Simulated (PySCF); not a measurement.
C5H3ClOS.
Bonds: O1–C2 (double), C2–Cl3, C2–C4, C4–C5 (aromatic), C5–C6 (aromatic), C6–S7 (aromatic), S7–C8 (aromatic), C4–C8 (aromatic). Hydrogens: H9 on C5; H10 on C6; H11 on C8.

The same species was optimised twice, with GFN2-xTB and with PBE0-D3(BJ)/def2-SVP (PySCF), and the same property calculations (PySCF, gas phase) were run on both structures.

```tsv
coordinate	GFN2-xTB	PBE0-D3(BJ)/def2-SVP	change
C2–C4 (Å)	1.448	1.467	+0.019
C5–C6 (Å)	1.351	1.364	+0.013
C2–Cl3 (Å)	1.781	1.791	+0.010
C4–C8 (Å)	1.373	1.379	+0.006
C4–C5 (Å)	1.428	1.431	+0.003
C6–S7 (Å)	1.726	1.724	-0.002
S7–C8 (Å)	1.701	1.703	+0.002
O1=C2 (Å)	1.189	1.187	-0.002
O1–C2–C4 (°)	127.7	125.7	-2.0
O1–C2–Cl3 (°)	119.2	120.2	+1.0
Cl3–C2–C4 (°)	113.1	114.0	+0.9
C6–S7–C8 (°)	91.5	92.3	+0.8
C4–C8–S7 (°)	112.1	111.4	-0.7
C5–C4–C8 (°)	111.9	112.5	+0.6
C2–C4–C8 (°)	126.8	126.3	-0.5
C4–C5–C6 (°)	112.4	112.1	-0.3
O1–C2–C4–C5 (°)	0	0	0
```

Rotational constants: A = 3331, B = 929.9, C = 727.0 MHz (GFN2-xTB) against A = 3308, B = 917.7, C = 718.4 MHz (PBE0-D3(BJ)/def2-SVP). Point groups within 0.08 Å: Cs and Cs.

On the GFN2-xTB structure: HOMO (eV) -7.83 [PBE0/pcSseg-1]; LUMO (eV) -2.11 [PBE0/pcSseg-1]; dipole (D) 3.73 [PBE0/pcSseg-1]; GIAO shielding of O1 (ppm) -219.1 [PBE0/pcSseg-1]; GIAO shielding of C2 (ppm) 18.6 [PBE0/pcSseg-1]; GIAO shielding of Cl3 (ppm) 526.0 [PBE0/pcSseg-1]; GIAO shielding of C4 (ppm) 45.5 [PBE0/pcSseg-1]; GIAO shielding of C5 (ppm) 52.9 [PBE0/pcSseg-1]; GIAO shielding of C6 (ppm) 51.9 [PBE0/pcSseg-1]; GIAO shielding of S7 (ppm) 254.4 [PBE0/pcSseg-1]; GIAO shielding of C8 (ppm) 35.9 [PBE0/pcSseg-1].

Problem. What do these properties become on the PBE0-D3(BJ)/def2-SVP structure?

Solution. 
```json
{"property": "HOMO (eV)", "level": "PBE0/pcSseg-1", "on GFN2-xTB": "-7.83", "on PBE0-D3(BJ)/def2-SVP": "-7.78", "change": "+0.05"}
{"property": "LUMO (eV)", "level": "PBE0/pcSseg-1", "on GFN2-xTB": "-2.11", "on PBE0-D3(BJ)/def2-SVP": "-2.07", "change": "+0.04"}
{"property": "dipole (D)", "level": "PBE0/pcSseg-1", "on GFN2-xTB": "3.73", "on PBE0-D3(BJ)/def2-SVP": "3.60", "change": "-0.13"}
{"property": "energy, GFN2-xTB geometry as zero (kcal/mol)", "level": "PBE0/pcSseg-1", "on GFN2-xTB": "0.0", "on PBE0-D3(BJ)/def2-SVP": "-0.5", "change": "-0.5"}
{"property": "GIAO shielding of O1 (ppm)", "level": "PBE0/pcSseg-1", "on GFN2-xTB": "-219.1", "on PBE0-D3(BJ)/def2-SVP": "-220.6", "change": "-1.5"}
{"property": "GIAO shielding of C2 (ppm)", "level": "PBE0/pcSseg-1", "on GFN2-xTB": "18.6", "on PBE0-D3(BJ)/def2-SVP": "17.6", "change": "-1.0"}
{"property": "GIAO shielding of Cl3 (ppm)", "level": "PBE0/pcSseg-1", "on GFN2-xTB": "526.0", "on PBE0-D3(BJ)/def2-SVP": "522.9", "change": "-3.1"}
{"property": "GIAO shielding of C4 (ppm)", "level": "PBE0/pcSseg-1", "on GFN2-xTB": "45.5", "on PBE0-D3(BJ)/def2-SVP": "42.8", "change": "-2.7"}
{"property": "GIAO shielding of C5 (ppm)", "level": "PBE0/pcSseg-1", "on GFN2-xTB": "52.9", "on PBE0-D3(BJ)/def2-SVP": "50.5", "change": "-2.4"}
{"property": "GIAO shielding of C6 (ppm)", "level": "PBE0/pcSseg-1", "on GFN2-xTB": "51.9", "on PBE0-D3(BJ)/def2-SVP": "50.0", "change": "-1.9"}
{"property": "GIAO shielding of S7 (ppm)", "level": "PBE0/pcSseg-1", "on GFN2-xTB": "254.4", "on PBE0-D3(BJ)/def2-SVP": "252.4", "change": "-2.0"}
{"property": "GIAO shielding of C8 (ppm)", "level": "PBE0/pcSseg-1", "on GFN2-xTB": "35.9", "on PBE0-D3(BJ)/def2-SVP": "36.7", "change": "+0.8"}
```

The heavy atoms differ by 0.017 Å rms after alignment. Among bonds between heavy atoms C2–C4 changes most (+0.019 Å). Changes are differences of the printed values. Neither structure is proved a minimum here.

The values belong to the conformer `[O:1]=[C:2]([Cl:3])[c:4]1[cH:5][cH:6][s:7][cH:8]1`: O1–C2–C4–C5 0°.
